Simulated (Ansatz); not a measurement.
Species: C6H13 (charge 0, doublet). It need not be the lowest isomer of its formula. SMILES: [CH2]C(C)(C)CC
Coordinates optimised at B3LYP-D3(BJ)/def2-TZVP (Ansatz, a program for electronic structure):
```xyz
19

C     -1.2538    -0.5478     0.8688
C     -0.3047     0.3034     0.0899
C      0.6488     1.0429     1.0399
C     -1.1161     1.3529    -0.7073
C      0.4817    -0.5571    -0.9266
C      1.3727    -1.6374    -0.3204
H     -1.8071    -1.3392     0.3790
H     -1.5327    -0.2890     1.8816
H      0.0890     1.7060     1.7027
H      1.3600     1.6524     0.4777
H      1.2126     0.3491     1.6635
H     -0.4439     1.9954    -1.2830
H     -1.8031     0.8680    -1.4029
H     -1.7012     1.9843    -0.0369
H     -0.2425    -1.0247    -1.6012
H      1.0876     0.1118    -1.5457
H      2.1817    -1.2090     0.2731
H      0.8001    -2.3020     0.3295
H      1.8283    -2.2451    -1.1042
```
Charge 0, spin multiplicity 2.

Wanted: atomisation energy (electronic, to ground-state atoms), in eV. Cores are frozen in the correlated levels unless marked. Open shells are spin-unrestricted. Spin-orbit coupling is left out. Non-relativistic. The coupled-cluster limit lacks core correlation, which all-electron functionals hold. CBS marks a two-point X^-3 extrapolation of the correlation energy; Hartree-Fock from the larger set. [CCSD(T)-MP2]/basis is that difference in the basis named.

| level | program | atomisation energy (eV) |
|---|---|---|
| PBE-D3(BJ)/def2-TZVPD | Ansatz + dftd3 | 78.61 |
| PBE-D4/def2-TZVPD | Ansatz + dftd4 | 78.58 |
| BLYP-D4/def2-TZVPD | Ansatz + dftd4 | (withheld) |
| revPBE-D4/def2-TZVPD | Ansatz + dftd4 | 77.10 |
| revPBE/def2-TZVPD | Ansatz | 75.71 |
| PBE0/def2-SVP | Ansatz | (withheld) |
| PBE0-D3(BJ)/def2-TZVPD | Ansatz + dftd3 | 77.90 |
| r2SCAN0/def2-TZVPD | Ansatz | 76.87 |
| SCS-MP2/cc-pVTZ | Ansatz | 76.09 |
| CCSD/6-31G | Ansatz | (withheld) |
| RI-MP2/CBS(cc-pVTZ,cc-pVQZ)+[CCSD(T)-MP2]/cc-pVTZ | Ansatz | (withheld) |

Task: Complete the blanks.

Result: 
- BLYP-D4/def2-TZVPD, atomisation energy (eV): 76.80
- PBE0/def2-SVP, atomisation energy (eV): 78.28
- CCSD/6-31G, atomisation energy (eV): 67.59
- RI-MP2/CBS(cc-pVTZ,cc-pVQZ)+[CCSD(T)-MP2]/cc-pVTZ, atomisation energy (eV): 77.30
